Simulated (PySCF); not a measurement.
CCl2F, SMILES F[C](Cl)Cl, multiplicity 2.

Geometry optimised at B3LYP-D3(BJ)/def2-SVP. The isomer is the one that the SMILES or the coordinates give; other isomers of the formula were not compared.

Method: PySCF with TDA-CAM-B3LYP/def2-SVPD.

Vertical excitations. The molecule is in vacuum.

Question: Give excitation energies, oscillator strengths and character. (An estimate is asked for; the answer gives what the named calculation found.)

Answer: 
```csv
state,energy (eV),λ (nm),f,main pairs
root 1,4.62,268,0.002,α HOMO→LUMO 92 %
root 2,5.18,239,0.001,β HOMO→LUMO 96 %
root 3,5.56,223,0.017,"α HOMO→LUMO+1 7 %, β HOMO−1→LUMO 84 %"
root 4,6.10,203,0.000,β HOMO−2→LUMO 95 %
root 5,6.10,203,0.062,"α HOMO→LUMO+1 54 %, α HOMO→LUMO+5 18 %, β HOMO−1→LUMO 9 %"
root 6,6.58,188,0.025,β HOMO−3→LUMO 91 %
root 7,6.73,184,0.004,α HOMO→LUMO+2 86 %
root 8,6.85,181,0.003,"α HOMO−1→LUMO 56 %, β HOMO→LUMO+1 28 %"
root 9,7.17,173,0.009,"β HOMO−4→LUMO 75 %, β HOMO−1→LUMO+1 11 %"
root 10,7.38,168,0.000,"α HOMO−2→LUMO 36 %, β HOMO−1→LUMO+1 27 %, β HOMO−4→LUMO 20 %"
```
Unrestricted roots are not spin-pure.
